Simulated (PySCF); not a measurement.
## Magnetisability: C$_{4}$H$_{10}$AlB

Geometry:
```csv
atom,x (Å),y (Å),z (Å)
B1,0.733,1.984,-0.935
C2,0.387,0.985,0.150
Al3,1.298,-1.124,0.912
C4,-0.575,-0.013,0.149
C5,-0.702,-0.865,1.329
C6,-1.255,-0.476,-1.089
H7,1.561,2.788,-0.730
H8,0.181,1.999,-1.968
H9,0.789,1.185,1.158
H10,1.705,-1.949,-0.330
H11,2.371,-0.805,1.967
H12,-0.714,-0.294,2.264
H13,-1.547,-1.550,1.305
H14,-2.297,-0.721,-0.895
H15,-0.751,-1.393,-1.414
H16,-1.191,0.257,-1.886
```

Method used: GIAO BHandHLYP/pcSseg-1 magnetisability, rotational g tensor and spin-rotation constants, non-relativistic, gas phase (PySCF). Geometry: GFN2-xTB.

The bonding changed while the geometry was optimised; results refer to the coordinates, not to the name.

(1) How diamagnetic is it, and how anisotropic?

(2) Split it along the inertial axes a, b, c into diamagnetic and paramagnetic parts about the centre of mass, with the quadrupole moment.

(3) And the rotational g tensor?

Results:

(1) Isotropic -1056 × 10⁻³⁰ J/T², or -63.6 × 10⁻⁶ cm³/mol; principal values -1267, -998, -904 × 10⁻³⁰ J/T², anisotropy 326 × 10⁻³⁰ J/T² (root of half the summed squared differences of the principal values). The susceptibility is in cgs units.

(2) 
| axis | χ (10⁻⁶ cm³/mol) | diamagnetic (10⁻⁶ cm³/mol) | paramagnetic (10⁻⁶ cm³/mol) | summed x² of all electrons (Å²) | quadrupole Θ (D Å) |
| --- | --- | --- | --- | --- | --- |
| a | -58.7 | -464.8 | 406.1 | 105.4 | -1.93 |
| b | -57.9 | -587.7 | 529.8 | 76.4 | +1.66 |
| c | -74.3 | -771.3 | 697.0 | 33.1 | +0.26 |

Anisotropies 2χaa − χbb − χcc = +14.8 and 2χbb − χaa − χcc = +17.2 × 10⁻⁶ cm³/mol. Θ is traceless in Buckingham's convention.

(3) 
| axis | rotational constant (GHz) | g | nuclear part | electronic part |
| --- | --- | --- | --- | --- |
| a | 3.5765 | -0.0458 | 0.6365 | -0.6823 |
| b | 2.5098 | -0.0356 | 0.5891 | -0.6247 |
| c | 1.8313 | -0.0112 | 0.5885 | -0.5997 |

Asymmetric top; isotopes 27Al, 11B, 12C, 1H; no vibrational averaging.
